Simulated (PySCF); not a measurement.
Point-charge models of `CC(C)(C)B(O)O` against its computed dipole.

Coordinates (PBE0-D3(BJ)/def2-SVP, Å) and charges (e) from the PBE0/pcSseg-1 density (PySCF):

```
atom       x       y       z  Mulliken      IAO  Hirshfeld  ESP-fitted
  C1   0.588  -1.116  -1.021   -0.1970  -0.3955    -0.1161     -0.5507
  C2  -0.154  -0.150  -0.088   -0.6821  -0.1099    -0.0507     +0.5520
  C3  -1.261   0.565  -0.874   -0.1981  -0.3956    -0.1154     -0.5491
  C4  -0.770  -0.931   1.075   -0.2339  -0.4059    -0.1179     -0.5435
  B5   0.882   0.948   0.422   +0.6294  +0.5039    +0.2438     +0.5311
  O6   1.139   1.201   1.741   -0.4123  -0.5538    -0.2629     -0.6937
  O7   1.554   1.686  -0.503   -0.4131  -0.5461    -0.2480     -0.7251
  H8   1.383  -1.666  -0.490   +0.1063  +0.1274    +0.0355     +0.1166
  H9   1.058  -0.578  -1.858   +0.1274  +0.1432    +0.0377     +0.1419
 H10  -0.106  -1.864  -1.443   +0.1039  +0.1251    +0.0337     +0.1193
 H11  -0.843   1.144  -1.711   +0.1267  +0.1426    +0.0383     +0.1403
 H12  -1.830   1.262  -0.237   +0.1066  +0.1273    +0.0354     +0.1151
 H13  -1.979  -0.164  -1.290   +0.1050  +0.1258    +0.0342     +0.1204
 H14  -1.332  -0.274   1.762   +0.1079  +0.1217    +0.0348     +0.0984
 H15  -1.483  -1.690   0.711   +0.1201  +0.1364    +0.0393     +0.1370
 H16  -0.005  -1.469   1.661   +0.1101  +0.1240    +0.0352     +0.1009
 H17   0.624   0.638   2.327   +0.2443  +0.3666    +0.1663     +0.4137
 H18   2.146   2.319  -0.083   +0.2489  +0.3628    +0.1766     +0.4756
```

Q: Compute μ = Σ q r for each scheme (1 e·Å = 4.803 D) and compare with the dipole of the full density.

A: The full density gives (-0.32, -0.35, 1.17) D, 1.26 D in size; dipole vectors point from the negative to the positive end.

| scheme | μx | μy | μz | size (D) | share of the full size (%) | angle to the full dipole (°) |
| --- | --- | --- | --- | --- | --- | --- |
| Mulliken | -0.06 | -0.05 | 0.62 | 0.62 | 49 | 15 |
| IAO | -0.41 | -0.44 | 1.16 | 1.30 | 103 | 5 |
| Hirshfeld | 0.02 | 0.03 | 0.64 | 0.64 | 51 | 26 |
| ESP-fitted | -0.34 | -0.37 | 1.14 | 1.24 | 98 | 2 |

Q: Which set comes closest?

A: Length of the difference vector: ESP-fitted 0.04 D, IAO 0.12 D, Mulliken 0.68 D, Hirshfeld 0.74 D. Closest: ESP-fitted. ESP charges are fitted to the potential around the molecule, whose slowest-falling term is the dipole's. 

Q: What is left for the Hirshfeld atoms' own dipoles?

A: The shares of the density sum to the whole, so what Σ q r misses lies in dipoles about the nuclei. The atomic dipoles sum to (-0.32, -0.35, 1.17) − (0.02, 0.03, 0.64) = (-0.34, -0.38, 0.53) D, 0.74 D in size.

Q: With the origin at the mean of the coordinates, (-0.022, -0.008, 0.006) Å, which are the largest single terms, by size, of the Hirshfeld dipole along the direction of the full one?

A: O7 +1.60, H17 +1.44, O6 -1.23, H18 -1.09, C4 -0.81 D; all 18 atoms together +0.58 D. The single terms depend on the origin, their sum doesn't.

Q: Give the size of the full dipole in other units.

A: 1.26 D = 0.496 au = 0.263 e·Å = 4.21 × 10⁻³⁰ C·m.

Geometry: PBE0-D3(BJ)/def2-SVP, one conformer, isolated molecule.

The run behind these numbers computed NMR shieldings as well. Time: 29 s (grids of density and orbitals included); peak memory 0.94 GiB. Hardware: Arm Neoverse V2, one thread, shared host with 96 logical CPUs at a one-minute load of 81.

Conformer computed: `[CH3:1][C:2]([CH3:3])([CH3:4])[B:5]([OH:6])[OH:7]`: C1–C2–B5–O6 -124°, H–O6–B5–C2 0°, H–O7–B5–C2 180°.
